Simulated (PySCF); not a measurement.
`C/C=C(\CF)[Si](F)(F)F`: 4 charge schemes on one density

C₄H₆F₄Si.
Cartesian coordinates in Å at the GFN2-xTB level; atoms count from 1:
```
atom  x, y, z in Å
C1    -2.1042   -0.5969    0.1390
C2    -0.6525   -0.8933   -0.0219
C3     0.3174    0.0253   -0.0203
C4    -0.0058    1.4829    0.1595
F5     1.1375    2.2397    0.1404
Si6    2.1135   -0.4253   -0.2474
F7     2.2697   -1.9970   -0.4282
F8     3.0667   -0.0683    0.9666
F9     2.8121    0.1939   -1.5277
H10   -2.2712    0.1590    0.9041
H11   -2.5112   -0.2127   -0.7972
H12   -2.6533   -1.4959    0.4031
H13   -0.3880   -1.9305   -0.1656
H14   -0.6439    1.8548   -0.6509
H15   -0.4912    1.6725    1.1245
```

Density: PBE0/pcSseg-1 (PySCF); schemes: Mulliken, IAO, Hirshfeld and ESP-fitted. The structure is a single GFN2-xTB conformer in the gas phase; no vibrational or solvent corrections. GFN2-xTB frequencies show an imaginary mode (47i cm⁻¹), so this geometry is no minimum at that level.

Atoms with like bonding are taken together and averaged. For which atoms does the sign change between the 4 schemes (beyond +0.03 e in one, beyond −0.03 e in another)?

C2. Atomic charges aren't observables, and each scheme defines them in its own way.

At which atom do the 4 schemes differ most?

At Si6: from +0.561 (Hirshfeld) to +1.775 e (IAO), 1.214 e apart.

Tabulate the Mulliken, IAO, Hirshfeld and ESP-fitted charges.

In e; atoms taken as equivalent share a row and are averaged (×n: the atom named and its like, n in all):

```csv
atom,environment,Mulliken,IAO,Hirshfeld,ESP-fitted
C1,allylic carbon,-0.228,-0.438,-0.107,-0.409
C2,alkene CH carbon,-0.144,-0.090,-0.011,+0.076
C3,fully substituted alkene carbon,-0.621,-0.370,-0.112,-0.287
C4,sp3 C–F carbon,+0.263,+0.041,+0.026,+0.003
F5,alkyl fluorine,-0.333,-0.312,-0.099,-0.199
Si6,fluorine-bound silicon,+1.464,+1.775,+0.561,+0.894
F7/F8/F9,silicon-bound fluorine,-0.400,-0.517,-0.193,-0.280
H10/H11/H12,methyl hydrogen,+0.140,+0.160,+0.055,+0.136
H13,vinylic hydrogen,+0.117,+0.162,+0.052,+0.094
H14/H15,methylene hydrogen,+0.131,+0.151,+0.051,+0.129
```

Mean size of the charges over all atoms: IAO 0.368 e, Mulliken 0.337 e, ESP-fitted 0.231 e, Hirshfeld 0.121 e. Each set sums to the total charge, 0, to within 0.001 e. The IAO scheme projects the occupied orbitals on a minimal set of polarised atomic orbitals and counts the electrons in each atom's part of it. The Mulliken scheme gives each basis function's population to the atom it is centred on and halves the overlap population of two atoms between them.

Some averages cover members that differ in this geometry: F7/F8/F9, ESP-fitted -0.302 to -0.267; H10/H11/H12, ESP-fitted +0.120 to +0.148 e.

How many electrons does the IAO scheme count on F9?

Its own charge is -0.515 e, so Z − q = 9.515.

Sum the charges by element, for elements with more than one atom.

| element | atoms | Mulliken | IAO | Hirshfeld | ESP-fitted |
| --- | --- | --- | --- | --- | --- |
| C | 4 | -0.729 | -0.856 | -0.204 | -0.616 |
| F | 4 | -1.532 | -1.864 | -0.677 | -1.037 |
| H | 6 | +0.797 | +0.945 | +0.320 | +0.759 |

These values come from a run that also computed NMR shieldings. Time: 50 s. Hardware: one thread, Arm Neoverse N1, no GPU (shared host).
